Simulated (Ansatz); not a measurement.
Molecule: sum formula MgO2H2 (charge 0, singlet). 
Coordinates optimised at B3LYP-D3(BJ)/def2-TZVP (Ansatz, a program for electronic structure):
```
Mg
O 1 1.7715
H 2 0.9505 1 154.58
O 1 1.7715 3 171.19 2 -177.86
H 4 0.9505 1 154.58 3 -175.40
```
Charge 0, spin multiplicity 1.

Wanted: vertical triplet-singlet gap (E(triplet) - E(singlet); each state is the SCF solution reached for its spin), in kJ/mol. Cores are frozen in the correlated levels unless marked. UHF or UKS for open shells. No spin-orbit coupling. No relativistic terms. CBS(X,Y): correlation extrapolated as X^-3; Hartree-Fock from the larger set. [CCSD(T)-MP2]/basis is that difference in the basis named.

RI-MP2/CBS(def2-TZVPPD,def2-QZVPPD)+[CCSD(T)-MP2]/def2-TZVPPD (Ansatz) gives 567.8 kJ/mol.

Problem. Another calculation gave 439.3 kJ/mol. Which level was it?
A) r2SCAN/def2-TZVPD (Ansatz)
B) BHLYP/def2-TZVPD (Ansatz)
C) PBE/def2-TZVPD (Ansatz)
D) wB97M-V/def2-TZVPD (Ansatz)

Solution. C, PBE/def2-TZVPD (Ansatz). The others give 561.9 (wB97M-V), 464.5 (r2SCAN), 518.8 (BHLYP) kJ/mol.
